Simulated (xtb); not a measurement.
xtb input (GFN2-xTB):

```bash
xtb mol.xyz --gfn 2 --ohess tight --chrg 1 --uhf 0
```
mol.xyz:
```
5

Cd    -1.33891304    -0.79220444    -1.06093008
C      0.16257566     0.13116485     0.11860458
H      0.65409197    -0.71757076     0.63017864
H     -0.38459836     0.74009752     0.80369794
H      0.85672132     0.63174534    -0.53307323
```

End of the output:

```
optimized geometry written to: xtbopt.xyz

           -------------------------------------------------
          | TOTAL ENERGY               -3.760518703340 Eh   |
          | TOTAL ENTHALPY             -3.723490205554 Eh   |
          | TOTAL FREE ENERGY          -3.752451154065 Eh   |
          | GRADIENT NORM               0.000169868327 Eh/α |
          | HOMO-LUMO GAP               4.107794305574 eV   |
           -------------------------------------------------

------------------------------------------------------------------------
------------------------------------------------------------------------
 total:
 SCF:
 ANC optimizer:
 analytical hessian:
```
